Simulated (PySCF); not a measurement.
## Ionising PbCl

UHF-MP2; basis Pb def2-SVP with ECP60, Cl def2-SVP; scalar-relativistic core potentials; PySCF 2.14. Neutral (UHF): doublet (π ↑), Re = 2.487 Å, ωe = 331 cm⁻¹, De = 3.24 eV.

PbCl⁺ (RHF): singlet (closed shell), Re = 2.385 Å, ωe = 397 cm⁻¹. The energies at the minima are -651.43597 hartree for PbCl and -651.19535 for PbCl⁺.

Task: Work out the adiabatic ionisation energy, without and with harmonic zero-point energies (1 hartree = 27.2114 eV, 1 eV = 8065.5 cm⁻¹), and the change of the bond length.

Result: At MP2: 0.24062 hartree = 6.548 eV between the minima; the zero-point term (397.0 − 331.0)/2 cm⁻¹ = +0.004 eV makes it 6.552 eV. Re changes by -10.2 pm against the neutral. The electron leaves a π orbital, and the shorter bond of the ion fits an antibonding orbital, or a change in how ionic the bond is.

Correlated steps freeze 9 core orbitals. Correlated levels converge slowly with the basis: in double zeta they bind strong bonds too weakly, by up to about 1 eV, and carry superposition errors of some tenths. Spin–orbit coupling is left out, which matters for elements this heavy, above all for dissociation energies. States were picked by a PBE0 search and need not be the measured ground states.

Neutral and ion stand on different kinds of reference determinant, which adds to the error of the difference.
